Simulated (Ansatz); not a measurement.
A nudged elastic band was laid between two geometries of ClF2Ge2H3 + H2O (11 atoms, charge 0, multiplicity 1).

The calculation used RKS PBE/def2-SVP in Ansatz.

```json
{
 "movable images": "1",
 "climbing image": "yes",
 "spring": "5.0 eV/Å²",
 "optimiser": "quadratic models (default)",
 "start path": "through a guess of the saddle point",
 "force threshold": "0.05 eV/Å",
 "iteration limit": "60",
 "end points": "relaxed"
}
```

First end point:

```xyz
11
Properties=species:S:1:pos:R:3
Ge 0.022 0.111 -0.013
Cl -0.255 0.591 2.102
Ge 2.300 0.089 -0.874
H 2.493 -1.250 -1.615
H 2.451 1.284 -1.850
H 3.248 0.238 0.331
F -0.985 1.284 -0.843
F -0.903 -1.373 -0.293
O 1.342 -2.054 1.104
H 0.529 -2.468 0.747
H 1.058 -1.740 1.985
```

Last end point:

```xyz
11
Properties=species:S:1:pos:R:3
Ge 0.085 -0.555 -0.469
Cl 2.167 -0.665 2.718
Ge 2.350 0.257 -0.856
H 3.302 -0.940 -0.660
H 2.357 0.741 -2.327
H 2.613 1.413 0.126
F -1.124 0.675 -0.154
F -0.591 -1.425 -1.833
O -0.038 -1.698 0.930
H -0.965 -1.837 1.212
H 1.144 -1.251 2.094
```

**Question.** Which bonds break or form, and what moves?

**Answer.** Bonds broken: Ge1–Cl2, O9–H11. Bonds formed: Ge1–O9, Cl2–H11. ClF2Ge2H3 + H2O becomes ClH + F2Ge2H4O.

**Question.** Give the energies along the band, and the barrier.

**Answer.** It converged. The highest image is number 1 of 0 to 2, 68.2 kJ/mol above the first end and 27.1 kJ/mol above the last; the last end lies 41.1 kJ/mol above the first. Another band between the same ends (7 images) ends at a top of the same energy, where a vibrational analysis finds 1 clearly imaginary mode. So few images can step over the top or miss a turn of the path. The orbitals stay closed-shell, which can raise the energy where a bond breaks towards radicals; this wasn't checked here.

```csv
image,path coordinate (Å),energy (kJ/mol),Ge1–Cl2 (Å),O9–H11 (Å),Ge1–O9 (Å)
0,0.00,0.0,2.19,0.98,2.77
1,4.15,68.2,2.79,1.15,1.94
2,5.73,41.1,3.81,1.72,1.81
```

**Question.** What is the geometry of the highest image?

**Answer.** 
```xyz
11
Properties=species:S:1:pos:R:3:forces:R:3
Ge 0.282 -0.401 -0.196 0.01 0.01 0.00
Cl 1.434 -0.156 2.329 -0.01 -0.02 -0.01
Ge 2.522 0.268 -0.877 0.01 0.00 0.00
H 3.439 -0.894 -0.445 0.00 0.00 0.00
H 2.518 0.432 -2.419 -0.01 0.00 0.00
H 2.833 1.588 -0.151 0.00 0.00 0.00
F -0.998 0.662 0.334 0.00 0.00 0.00
F -0.526 -1.141 -1.580 0.00 -0.01 0.00
O 0.077 -1.988 0.909 0.00 0.01 0.00
H -0.867 -2.193 1.081 0.00 0.00 0.00
H 0.587 -1.464 1.796 0.01 0.01 0.01
```

The run took 51 s on 4 threads of Arm Neoverse V1 (shared host), peak memory 0.24 GiB.
